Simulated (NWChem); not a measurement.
# SiH2Cl2; SMILES Cl[SiH2]Cl

Program: NWChem. Pople sets run with spherical d functions. Coordinates come from a PBE0/def2-SVP optimisation. LC-ωPBE (HJS hole) with 6-31G*; x = 1 − exp(−ω/0.25 bohr⁻¹) is a scale chosen for this fit.

| row | x | −ε(HOMO) (eV) |
|---|---|---|
| ω = 0.05 | 0.181 | 8.50 |
| ω = 0.20 | 0.551 | 10.43 |
| ω = 0.40 | 0.798 | 11.97 |
| ω = 0.50 | 0.865 | 12.43 |
| ω = 0.80 | 0.959 | withheld |

Q: Fit a straight line of the last column on the one before it, predict the withheld value, and compare with the run.

A: 
1. Means of the 4 shown rows: x = 0.5988, y = 10.832. Slope Σ(x − x̄)(y − ȳ)/Σ(x − x̄)² = 1.646/0.2874 = 5.726; intercept 7.404.
2. The shown rows scatter about the line by 0.080 (root mean square); the largest residual is -0.13, at ω = 0.20.
3. At x = 0.959 (ω = 0.80; beyond the shown range) the line gives 12.90.
4. The run gives 13.13, +0.23 from the line, 2.9 times the scatter.
